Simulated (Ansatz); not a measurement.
One change: `OC(O)(O)Cl` becomes `OC(O)(O)[SiH2]F`.

Ansatz, PBE0-D4/def2-TZVP geometries, multiplicity 1. Each molecule was computed in one conformer, which needn't be the lowest.

```csv
property,`OC(O)(O)Cl`
LUMO energy (PBE0/def2-TZVPP) / eV,0.21
HOMO–LUMO gap (ωB97M-V/def2-TZVPP) / eV,13.04
HOMO–LUMO gap (PBE/def2-TZVPP) / eV,6.20
LUMO energy (B3LYP/def2-TZVPP) / eV,-0.14
HOMO–LUMO gap (B3LYP/def2-TZVPP) / eV,8.20
size of the dipole moment (ωB97M-V/def2-TZVPP) / D,0.07
```

Q: What does the change do to each property? (An estimate is asked.)

A: The calculation gave: 
| property | `OC(O)(O)[SiH2]F` | shift |
| --- | --- | --- |
| LUMO energy (PBE0/def2-TZVPP) / eV | 0.10 | -0.11 |
| HOMO–LUMO gap (ωB97M-V/def2-TZVPP) / eV | 12.10 | -0.94 |
| HOMO–LUMO gap (PBE/def2-TZVPP) / eV | 5.73 | -0.47 |
| LUMO energy (B3LYP/def2-TZVPP) / eV | -0.16 | -0.02 |
| HOMO–LUMO gap (B3LYP/def2-TZVPP) / eV | 7.64 | -0.56 |
| size of the dipole moment (ωB97M-V/def2-TZVPP) / D | 1.20 | 1.13 |

With PBE0 the HOMO rises by 0.62 eV and the LUMO falls by 0.11 eV, so the gap narrows by about 0.73 eV. PBE moves the HOMO by 0.53 eV and ωB97M-V by 0.67 eV. Dipoles are sizes alone; their direction can turn.

B3LYP here is the variant with VWN-RPA as its local correlation; programs differ in this.
